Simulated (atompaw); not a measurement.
Before and after: PAW (atompaw) potential for Pt (Z = 78)

| Property | Result |
| --- | --- |
| Element | Pt (Z = 78) |
| Generator | atompaw 4.2.0.5 |
| Type | PAW |
| Functional | PBE |
| Relativity | scalar-relativistic |
| Frozen core | [Kr] 4d10 4f14 |
| Valence charge | 18 |
| Reference configuration | 5s2 5p6 5d9 6s1 6p0 |
| Partial waves | 5s (bound): rc 1.55 bohr; 6s (bound): rc 1.75 bohr; 5p (bound): rc 1.95 bohr; 6p (bound, empty): rc 2.30 bohr; 5d (bound): rc 2.30 bohr; 5d channel at 2.2 Ry: rc 2.30 bohr |
| Local potential | bessel scheme, radius 2.20 bohr |
| Core correction | smooth core density matched at 1.20 bohr |
| Augmentation charge | besselshape compensation charge, radius 1.75 bohr; PAW radius 2.30 bohr; waves and projectors: custom rrkj gramschmidtortho |

Change: local potential bessel scheme, radius 1.02 bohr.

Cutoffs: the cutoffs (Ry, on a coarse ladder) from which the occupation-weighted sum of valence levels, in a spherical-Bessel basis at the reference potential, stays within 10 and 1 mRy of its value at 400 Ry; they do not see the model core or the augmentation charge, which bear on the density cutoff.

Task: What does the change do?

Result: The potential gets softer (35 Ry and 50 Ry → 30 Ry and 50 Ry); the range in which the p phases agree narrows (upper end at the end of the scan → 0.9); neither file shows a bound ghost.

```csv
quantity,base,changed
"cutoff, loose",35 Ry,30 Ry
"cutoff, tight",50 Ry,50 Ry
loose cutoff by channel (10 mRy a level),"s 30 Ry, p 18 Ry, d 18 Ry","s 30 Ry, p 21 Ry, d 18 Ry"
bound ghosts,none,none
s: phases at 2.31 bohr within 0.05 rad from the reference energy up to (Ry; the scan ends near 5),to the end of the scan,to the end of the scan
p: phases at 2.31 bohr within 0.05 rad from the reference energy up to (Ry; the scan ends near 5),to the end of the scan,0.9
d: phases at 2.31 bohr within 0.05 rad from the reference energy up to (Ry; the scan ends near 5),3.8,3.6
lowest overlap eigenvalue by channel,"s 0.13, p 0.64, d 0.85","s 0.07, p 0.57, d 0.81"
```

 The cutoffs see the waves, projectors and local potential, not the compensation charge or the core.
